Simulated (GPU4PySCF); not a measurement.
diphenyl sulfone (C12H10O2S), SMILES O=S(=O)(c1ccccc1)c1ccccc1.

Coordinates come from a PBE0-D3(BJ)/def2-TZVP optimisation. The values are those of a single conformer.

Method: TDDFT-PBE/def2-SVPD (GPU4PySCF).

Vertical excitations. The molecule is in vacuum.

```json
[
 {"state": "S1", "energy (eV)": "4.41", "λ (nm)": "281", "f": "0.039", "main pairs": "HOMO→LUMO 72 %, HOMO−3→LUMO 26 %"},
 {"state": "S2", "energy (eV)": "4.57", "λ (nm)": "272", "f": "0.000", "main pairs": "HOMO−1→LUMO 80 %, HOMO→LUMO+1 16 %"},
 {"state": "S3", "energy (eV)": "4.71", "λ (nm)": "263", "f": "0.009", "main pairs": "HOMO−2→LUMO 84 %"},
 {"state": "S4", "energy (eV)": "4.80", "λ (nm)": "258", "f": "0.178", "main pairs": "HOMO−3→LUMO 70 %, HOMO→LUMO 21 %"},
 {"state": "S5", "energy (eV)": "4.86", "λ (nm)": "255", "f": "0.003", "main pairs": "HOMO−4→LUMO 98 %"},
 {"state": "S6", "energy (eV)": "4.91", "λ (nm)": "252", "f": "0.000", "main pairs": "HOMO→LUMO+1 70 %, HOMO−3→LUMO+1 12 %"},
 {"state": "S7", "energy (eV)": "4.98", "λ (nm)": "249", "f": "0.001", "main pairs": "HOMO−5→LUMO 55 %, HOMO→LUMO+2 44 %"},
 {"state": "S8", "energy (eV)": "5.20", "λ (nm)": "239", "f": "0.004", "main pairs": "HOMO→LUMO+3 72 %, HOMO−1→LUMO+2 15 %"},
 {"state": "S9", "energy (eV)": "5.21", "λ (nm)": "238", "f": "0.068", "main pairs": "HOMO−1→LUMO+1 63 %, HOMO−2→LUMO+3 30 %"},
 {"state": "S10", "energy (eV)": "5.21", "λ (nm)": "238", "f": "0.000", "main pairs": "HOMO−6→LUMO 87 %"},
 {"state": "S11", "energy (eV)": "5.22", "λ (nm)": "237", "f": "0.000", "main pairs": "HOMO−2→LUMO+1 60 %, HOMO−1→LUMO+3 39 %"},
 {"state": "S12", "energy (eV)": "5.23", "λ (nm)": "237", "f": "0.000", "main pairs": "HOMO−3→LUMO+1 67 %, HOMO−2→LUMO+2 15 %, HOMO−6→LUMO 11 %"},
 {"state": "T1", "energy (eV)": "3.79", "λ (nm)": "327", "f": "0", "main pairs": "HOMO→LUMO 85 %"},
 {"state": "T2", "energy (eV)": "4.18", "λ (nm)": "297", "f": "0", "main pairs": "HOMO−1→LUMO 93 %"},
 {"state": "T3", "energy (eV)": "4.22", "λ (nm)": "294", "f": "0", "main pairs": "HOMO−5→LUMO 39 %, HOMO→LUMO+2 23 %, HOMO−2→LUMO+1 19 %, HOMO−1→LUMO+3 13 %"},
 {"state": "T4", "energy (eV)": "4.30", "λ (nm)": "289", "f": "0", "main pairs": "HOMO−2→LUMO 93 %"}
]
```
Triplets are in the Tamm–Dancoff approximation, which puts them higher than full response would, so one can lie above its singlet here.
